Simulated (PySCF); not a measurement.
## How methods differ on the excitation energy of Mg⁺

Mg⁺ [Ne] 3s1 (2S) → Mg⁺ [Ne] 3p1 (2P), as a difference of total energies. All numbers are calculated (PySCF 2.14, no relativity, point nucleus, in dyall-acv3z (20s13p7d4f, 122 functions)). Correlated levels: valence and next inner shell: 1s2 frozen; virtual orbitals above 40 to 60 times the deepest correlated orbital energy dropped. The calculations carry no spin-orbit coupling.

| method | excitation energy (eV) | error (eV) |
| --- | --- | --- |
| UHF | 4.276 | -0.154 |
| LDA | 4.200 | -0.230 |
| PBE | 4.049 | -0.381 |
| PBE0 | 4.110 | -0.320 |
| r2SCAN | 4.025 | -0.405 |
| PW91 | 4.058 | -0.372 |
| HSE06 | 4.110 | -0.320 |
| BP86 | 3.995 | -0.435 |
| MP2 (valence and next inner shell) | 4.407 | -0.023 |
| SCS-MP2 (valence and next inner shell) | 4.377 | -0.053 |

Reference: 4.43 eV (measured; NIST levels, between the centres of gravity of the two terms).

Errors of the correlated levels include the incompleteness of this basis and the frozen core.
